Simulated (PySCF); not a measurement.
Sb⁺ (antimony, charge +1) across methods

[Kr] 4d10 5s1 5p2 5d1, one real determinant (an excited configuration). Computed with PySCF 2.14 in aug-cc-pVTZ-PP with one added diffuse shell each of d, f type with ECP28MDF (6s5p5d3f, 67 functions), with scalar relativity through the core potential. The B2PLYP total includes its PT2 part (frozen core); its orbital energies are those of the SCF part.

```
   method  E (hartree)  mean ε 5s α (eV)  mean ε 5p α (eV)  mean ε 5d α (eV)  Σ⟨r²⟩ (bohr²)   ⟨S²⟩
   B2PLYP    -239.0217           -27.972           -17.673            -6.490          59.58  6.001
BHandHLYP    -239.2327           -27.875           -17.583            -6.450          59.37  6.001
     BLYP    -239.2356           -24.531           -15.119            -5.601          59.02  6.001
     PBE0    -239.3042           -26.449           -16.648            -6.245          58.64  6.001
  wB97M-V    -239.2568           -29.014           -18.867            -7.375          58.75  6.001
      LDA    -238.8936           -24.999           -15.506            -5.769          58.09  6.001
      UHF   -238.43104           -30.824           -19.846            -7.219          60.65  6.002
```

Estimate the same row for PBE.

E (hartree) = -239.2843; mean ε 5s α (eV) = -24.771; mean ε 5p α (eV) = -15.414; mean ε 5d α (eV) = -5.799; Σ⟨r²⟩ (bohr²) = 58.57; ⟨S²⟩ = 6.001.

⟨L²⟩ = 7.79 against 12 for a pure F term, so this real determinant mixes terms. Energies and moments cover only the electrons outside the core potential. The outer electron is Rydberg-like, and this basis confines it to a smaller radius and binds it less than a complete one would.
